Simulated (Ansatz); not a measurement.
Stepwise reaction of `[F][Al]([Cl])[Cl]` with hydrogen sulfide, as a gas-phase model of exchange steps in deposition or etching. ΔE in kJ/mol; ΔG adds harmonic PBE0-D4 terms to CCSD(T)/CBS, at 1 bar.

Calculated with Ansatz (gas phase, PBE0-D4/def2-TZVP geometries, no zero-point term in ΔE). CCSD(T)/CBS is the MP2 limit (def2-TZVPP, def2-QZVPP) plus CCSD(T) − MP2 in def2-TZVPP, frozen cores. This one scheme is used for every species. DFT in def2-TZVPP. B3LYP here is the variant with VWN-RPA as its local correlation; programs differ in this. One conformer a species, not always the lowest.

```tsv
step	reaction	PBE-D4	B3LYP-D4	ωB97M-V	CCSD(T)/CBS	ΔG(500 K)
1	`[F][Al]([Cl])[Cl]` + H₂S → `[F][Al]([SH])[Cl]` + HCl	36.0	42.8	43.2	42.4	43.3
```

(1) Give the row of step 2, `[F][Al]([SH])[Cl]` + H₂S → `[F][Al]([SH])[SH]` + HCl. (An estimate is asked.)

(2) By hand: ΔE of the 2 steps together at CCSD(T)/CBS.

## Answers

(1) Ansatz gave: 
```json
{"step": "2", "reaction": "`[F][Al]([SH])[Cl]` + H₂S → `[F][Al]([SH])[SH]` + HCl", "PBE-D4": "42.0", "B3LYP-D4": "48.6", "ωB97M-V": "49.0", "CCSD(T)/CBS": "47.9", "ΔG(500 K)": "52.5"}
```

(2) (42.4) + (47.9) = 90.3 kJ/mol, or 45.1 kJ/mol a step.

In ΔE each step is higher than the one before. All are uphill at CCSD(T)/CBS. ΔG lies between 43.3 and 52.5 kJ/mol a step. PBE-D4 differs from CCSD(T)/CBS by -6.4 to -5.9 kJ/mol a step. Isolated molecules leave out the surface, adducts and barriers. Largest T1 diagnostic: 0.012.
